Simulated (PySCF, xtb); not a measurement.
## Relaxing a trial structure of AlH5SSn

The starting geometry of this gas-phase singlet was built from a drawn formula by distance geometry and a force field; its bonds are those of `[AlH2][SnH2][SH]`.

```xyz
8

Al    1.6918   -1.1909   -1.5304
S    -0.8492    0.9707    0.8219
Sn    1.0891    1.2184   -0.5784
H     0.6218   -1.9732   -2.4645
H     3.1077   -1.9044   -1.1922
H     2.4104    1.7248    0.3619
H     0.7970    2.3120   -1.8719
H    -0.2696    0.0354    1.6428
```

Question: Predict what becomes of its bonds when it is optimised with r2SCAN-D4/def2-SVP.

Answer: A new bond forms, giving a structure given below by its coordinates. Distances that change by over a tenth: S2–Sn3 (2.40 → 2.72 Å). Contacts that close: Al1–S2 (4.08 → 2.38 Å).

The energy falls by 0.86 eV over 25 steps:

| step | E − E(last) (eV) |
| --- | --- |
| 1 | 0.862 |
| 4 | 0.729 |
| 6 | 0.724 |
| 9 | 0.619 |
| 12 | 0.310 |
| 14 | 0.130 |
| 17 | 0.003 |
| 20 | 0.000 |
| 22 | 0.000 |
| 25 | 0.000 |

Final geometry (Å):

```xyz
8

Al    1.0053   -1.0748   -1.2527
S    -0.6428    0.1093   -0.0046
Sn    1.3693    1.5755   -1.1078
H     0.4051   -1.5200   -2.6484
H     1.9677   -1.9040   -0.3043
H     1.8397    2.4144    0.3342
H     0.3784    2.7515   -1.9013
H    -0.0056   -0.0158    1.1838
```

From the same start GFN2-xTB ends elsewhere, differing in Al1–S2 (3.78 against 2.38 Å here), Al1–H6 (1.57 against 3.92 Å here), Sn3–H6 (3.28 against 1.73 Å here).

No frequencies were run, so the end isn't proven a minimum. Atoms past krypton carry core potentials, without spin–orbit terms. Run with PySCF 2.14.0, 4.7 min on 2 threads of Arm Neoverse V1, with other jobs on the host.
